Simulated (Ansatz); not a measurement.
`CC[SiH2]SC` at its PBE0-D4/def2-TZVP geometry, where that method's forces vanish. The species carries charge 0 and has multiplicity 1.

```xyz
15

C    -1.6438   -0.9874   -0.7577
C    -0.7683   -0.9639    0.4900
Si    1.0659   -0.8227    0.1295
S     1.5567    0.9176   -0.9992
C     1.0699    2.1973    0.1939
H    -2.7042   -1.0583   -0.5033
H    -1.4005   -1.8398   -1.3973
H    -1.5020   -0.0847   -1.3566
H    -0.9095   -1.8754    1.0833
H    -1.0546   -0.1361    1.1484
H     1.5284   -1.9566   -0.7142
H     1.8202   -0.8106    1.4156
H     1.5867    2.0630    1.1446
H     1.3631    3.1562   -0.2323
H    -0.0079    2.2013    0.3552
```

Q: What forces (eV/Å) does B3LYP-D4/def2-TZVPP give on these atoms in the Gaussian-basis code of Ansatz? (Estimate.)

A: The calculation gave: 
```
C1  -0.152  0.005 -0.183
C2   0.053 -0.005  0.221
Si3  0.153 -0.215  0.086
S4   0.111 -0.080 -0.263
C5  -0.076  0.252  0.184
H6   0.046  0.003 -0.024
H7  -0.020  0.040  0.025
H8  -0.022 -0.052  0.028
H9  -0.011  0.049 -0.026
H10  0.002 -0.049 -0.033
H11 -0.032  0.064  0.059
H12 -0.050 -0.007 -0.077
H13 -0.043  0.026 -0.047
H14 -0.026 -0.045  0.043
H15  0.067  0.014  0.007
```

B3LYP here is the variant with VWN-RPA as its local correlation; programs differ in this.
